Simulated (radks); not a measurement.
The numbers below are computed, except where a source is named.
Ionisation of neutral arsenic, [Ar] 3d10 4s2 4p3, to [Ar] 3d10 4s2 4p2 as the strength of local exchange is varied. Code: a radial shooting solver on a logarithmic mesh with Libxc functionals. Model: scalar-relativistic Kohn-Sham, Slater X-alpha exchange (alpha = 2/3 is LDA exchange), no correlation, spin-polarised, spherical densities, point nucleus; open shells are filled with parallel spins first.

| alpha | E(As) (hartree) | exchange (hartree) | IE (eV) | -e of the level emptied (eV) | <r> of it (bohr) |
|---|---|---|---|---|---|
| 0.667 | -2254.91301 | -77.62383 | 9.126 | 5.223 (4p) | 2.557 |
| 0.774 | -2267.41232 | -90.57943 | 10.291 | 6.270 (4p) | 2.466 |
| 0.874 | -2279.15680 | -102.81189 | 11.434 | 7.314 (4p) | 2.390 |
| 0.88 | -2279.86339 | -103.54965 | 11.505 | 7.378 (4p) | 2.386 |
| 0.926 | -2285.28789 | -109.22017 | 12.050 | 7.881 (4p) | 2.353 |
| 0.94 | -2286.94137 | -110.95101 | 12.218 | 8.036 (4p) | 2.344 |
| 1.009 | -2295.10797 | -119.51581 | 13.061 | 8.820 (4p) | 2.298 |

NIST Atomic Spectra Database: 9.789 eV (measured). The Delta-SCF value meets it near alpha = 0.73. Open shells are spherical and high-spin; term and fine-structure splittings are not resolved.
